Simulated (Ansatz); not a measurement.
`CC(C)N(C)[SiH2]Cl`, charge 0, multiplicity 1.

Give a relaxed structure at PBE0-D4/def2-TZVP (Ansatz 0.2.0). (An estimate is asked.)

Computed: 
Z-matrix (Å, degrees):
```
C
C 1 1.522
H 1 1.093 2 111.6
H 1 1.092 2 110.8 3 120.9
H 1 1.092 2 110.2 3 -119.1
C 2 1.524 1 111.5 3 59.0
N 2 1.464 1 111.7 3 -68.1
H 2 1.097 1 107.3 3 176.5
H 6 1.092 2 110.9 1 179.6
H 6 1.093 2 111.4 1 -59.6
H 6 1.092 2 110.3 1 59.5
C 7 1.448 2 117.1 1 65.2
Si 7 1.697 2 120.0 1 -133.0
H 12 1.096 7 113.0 2 63.7
H 12 1.094 7 111.2 2 -58.2
H 12 1.092 7 109.6 2 -176.5
Cl 13 2.080 7 114.8 2 -80.0
H 13 1.480 7 108.9 2 37.6
H 13 1.480 7 108.9 2 162.2
```
This is one stationary point; other conformers may exist.
